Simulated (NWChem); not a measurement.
System: ZrO₂; SMILES [O]=[Zr]=[O]

The following NWChem deck was run.

```
start job
memory heap 200 mb stack 900 mb global 1100 mb
geometry units angstroms noautoz
  Zr     0.000000     0.000000     0.283689
  O      1.425531     0.000000    -0.750882
  O     -1.425531     0.000000    -0.750882
end
basis spherical
  * library def2-svp
end
ecp
  Zr library def2-ecp
end
dft
  xc xctpssh
  iterations 150
  mulliken
end
task dft energy
```

Excerpt of the output:

```
             Northwest Computational Chemistry Package (NWChem) 7.3.0
             --------------------------------------------------------

 C2V symmetry detected

                             Geometry "geometry" -> ""
                             -------------------------

 Output coordinates in angstroms (scale by  1.889725989 to convert to a.u.)

  No.       Tag          Charge          X              Y              Z
 ---- ---------------- ---------- -------------- -------------- --------------
    1 Zr                  40.0000     0.00000000     0.00000000     0.29559171
    2 O                    8.0000     1.42553100     0.00000000    -0.73897929
    3 O                    8.0000    -1.42553100     0.00000000    -0.73897929

 Effective nuclear repulsion energy (a.u.)     204.1556752489

      Symmetry information
      --------------------

 Group name             C2v
 Group number             16
 Group order               4
 No. of unique centers     2

                                 NWChem DFT Module
                                 -----------------

 Summary of "ao basis" -> "ao basis" (spherical)
 ------------------------------------------------------------------------------
       Tag                 Description            Shells   Functions and Types
 ---------------- ------------------------------  ------  ---------------------
 Zr                         def2-svp                11       31   5s3p2d1f
 O                          def2-svp                 6       14   3s2p1d

      Symmetry analysis of basis
      --------------------------

        a1         24
        a2          7
        b1         17
        b2         11

            General Information
            -------------------
          SCF calculation type: DFT
          Wavefunction type:  closed shell.
          No. of atoms     :     3
          No. of electrons :    28
           Alpha electrons :    14
            Beta electrons :    14
          Charge           :     0
          Spin multiplicity:     1
          Use of symmetry is: on ; symmetry adaption is: on
          Maximum number of iterations: 150
          AO basis - number of functions:    59
                     number of shells:    23
          Convergence on energy requested:  1.00D-06
          Convergence on density requested:  1.00D-05
          Convergence on gradient requested:  5.00D-04

              XC Information
              --------------
                  TPSS hybrid Method XC Functional
                     Hartree-Fock (Exact) Exchange  0.100
                  TPSS metaGGA Exchange Functional  0.900
             TPSS03 metaGGA Correlation Functional  1.000

             Grid Information
             ----------------
          Grid used for XC integration:  medium
          Radial quadrature: Mura-Knowles
          Angular quadrature: Lebedev.
          Tag              B.-S. Rad. Rad. Pts. Rad. Cut. Ang. Pts.
          ---              ---------- --------- --------- ---------
          Zr                  1.55      123          10.0       590
          O                   0.60       49           7.0       434
          Grid pruning is: on
          Number of quadrature shells:   172
          Spatial weights used:  Erf1

      Superposition of Atomic Density Guess
      -------------------------------------

 Sum of atomic energies:        -202.88179242

      Non-variational initial energy
      ------------------------------

 Total energy =    -195.528896
 1-e energy   =    -421.120396
 2-e energy   =     156.029601
 HOMO         =      -0.458083
 LUMO         =      -0.143209

      Symmetry analysis of molecular orbitals - initial
      -------------------------------------------------

  Numbering of irreducible representations:

     1 a1          2 a2          3 b1          4 b2

  Orbital symmetries:

     1 a1          2 b1          3 a1          4 b1          5 a1
     6 b2          7 a1          8 b1          9 a1         10 a2
    11 b1         12 b2         13 a1         14 b1         15 a1
    16 b2         17 a1         18 b1         19 b2         20 a2
    21 a1         22 a1         23 b1         24 a1

     ---------------------------------------------
      Total Density - Mulliken Population Analysis
     ---------------------------------------------

    Atom       Charge   Shell Charges
 -----------   ------   -------------------------------------------------------
    1 Zr  12     9.40  -0.47  1.58  0.91  0.12  0.01  5.83  0.26  0.05  0.88  0.11  0.12
    2 O    8     9.30   1.99  1.17  0.73  3.34  2.06  0.01
    3 O    8     9.30   1.99  1.17  0.73  3.34  2.06  0.01

   convergence    iter        energy       DeltaE   RMS-Dens  Diis-err
 ---------------- ----- ----------------- --------- --------- ---------
 d= 0,ls=0.0,diis     1   -196.8372531911 -2.66D+02  9.59D-02  3.95D+00
 d= 0,ls=0.0,diis     2   -182.7790156253  1.41D+01  8.58D-02  7.66D+01
 d= 0,ls=0.0,diis     3   -197.3797226472 -1.46D+01  5.00D-03  3.36D-01
 d= 0,ls=0.0,diis     4   -197.3945671029 -1.48D-02  1.78D-03  1.21D-01
 d= 0,ls=0.0,diis     5   -197.4012498745 -6.68D-03  1.43D-03  7.48D-02
  Resetting Diis
 d= 0,ls=0.0,diis     6   -197.4084465532 -7.20D-03  7.91D-04  8.17D-03
 d= 0,ls=0.0,diis     7   -197.4093323644 -8.86D-04  1.97D-04  2.63D-05
 d= 0,ls=0.0,diis     8   -197.4092962892  3.61D-05  1.51D-04  3.61D-04
 d= 0,ls=0.0,diis     9   -197.4093353841 -3.91D-05  1.38D-05  1.23D-06
 d= 0,ls=0.0,diis    10   -197.4093355177 -1.34D-07  1.45D-06  5.31D-09

         Total DFT energy =     -197.409335517719
      One electron energy =     -425.986289901018
           Coulomb energy =      182.171671930985
    Exchange-Corr. energy =      -23.156616619366
 Nuclear repulsion energy =       69.561899071679

 Numeric. integr. density =       28.000005215745

                  Occupations of the irreducible representations
                  ----------------------------------------------

                     irrep           alpha         beta
                     --------     --------     --------
                     a1                6.0          6.0
                     a2                1.0          1.0
                     b1                5.0          5.0
                     b2                2.0          2.0

                       DFT Final Molecular Orbital Analysis
                       ------------------------------------

 Vector   12  Occ=2.000000D+00  E=-2.601792D-01  Symmetry=b2
              MO Center=  1.5D-13,  2.7D-16, -5.9D-01, r^2= 2.5D+00
   Bfn.  Coefficient  Atom+Function         Bfn.  Coefficient  Atom+Function
  ----- ------------  ---------------      ----- ------------  ---------------
    36      0.389945  2 O  py                50      0.389945  3 O  py
    16     -0.312815  1 Zr d -1              39      0.275673  2 O  py
    53      0.275673  3 O  py                 7     -0.160080  1 Zr py
    21     -0.084607  1 Zr d -1              10      0.080635  1 Zr py
    13      0.076358  1 Zr py                25      0.039448  1 Zr f -3

 Vector   13  Occ=2.000000D+00  E=-2.424388D-01  Symmetry=a1
              MO Center=  9.0D-14,  1.9D-16, -5.3D-01, r^2= 2.9D+00
   Bfn.  Coefficient  Atom+Function         Bfn.  Coefficient  Atom+Function
  ----- ------------  ---------------      ----- ------------  ---------------
    35      0.399719  2 O  px                49     -0.399719  3 O  px
    19     -0.274082  1 Zr d  2               2      0.270551  1 Zr s
    38      0.260482  2 O  px                52     -0.260482  3 O  px
     4     -0.248780  1 Zr s                 17     -0.227456  1 Zr d  0
     8     -0.161916  1 Zr pz                 1      0.121226  1 Zr s

 Vector   14  Occ=2.000000D+00  E=-2.117218D-01  Symmetry=b1
              MO Center=  4.4D-14, -8.2D-17, -7.1D-01, r^2= 2.6D+00
   Bfn.  Coefficient  Atom+Function         Bfn.  Coefficient  Atom+Function
  ----- ------------  ---------------      ----- ------------  ---------------
    37      0.442339  2 O  pz                51     -0.442339  3 O  pz
    40      0.320987  2 O  pz                54     -0.320987  3 O  pz
     6     -0.225801  1 Zr px                18      0.120887  1 Zr d  1
    35      0.079155  2 O  px                49      0.079155  3 O  px
    38      0.076183  2 O  px                52      0.076183  3 O  px

 Vector   15  Occ=0.000000D+00  E=-1.110406D-01  Symmetry=a1
              MO Center= -4.6D-15,  1.7D-14,  1.2D+00, r^2= 4.6D+00
   Bfn.  Coefficient  Atom+Function         Bfn.  Coefficient  Atom+Function
  ----- ------------  ---------------      ----- ------------  ---------------
     5      0.517480  1 Zr s                  4      0.467357  1 Zr s
    19     -0.313328  1 Zr d  2               2     -0.308279  1 Zr s
    14      0.297791  1 Zr pz                 3     -0.247639  1 Zr s
     8     -0.182324  1 Zr pz                11      0.176755  1 Zr pz
     1     -0.153793  1 Zr s                 24     -0.130349  1 Zr d  2

 Vector   16  Occ=0.000000D+00  E=-6.203437D-02  Symmetry=b2
              MO Center= -1.5D-14, -1.9D-14,  7.7D-01, r^2= 4.7D+00
   Bfn.  Coefficient  Atom+Function         Bfn.  Coefficient  Atom+Function
  ----- ------------  ---------------      ----- ------------  ---------------
    16      0.597393  1 Zr d -1              13      0.505510  1 Zr py
    21      0.292596  1 Zr d -1               7     -0.249177  1 Zr py
    10      0.205769  1 Zr py                39      0.106747  2 O  py
    53      0.106747  3 O  py                36      0.102081  2 O  py
    50      0.102081  3 O  py

[...]
```

Level: TPSSh/def2-SVP with def2 effective core potentials on Zr. The geometry was optimised at PBE0/def2-SVP. def2 effective core potentials on Zr; no spin-orbit coupling.
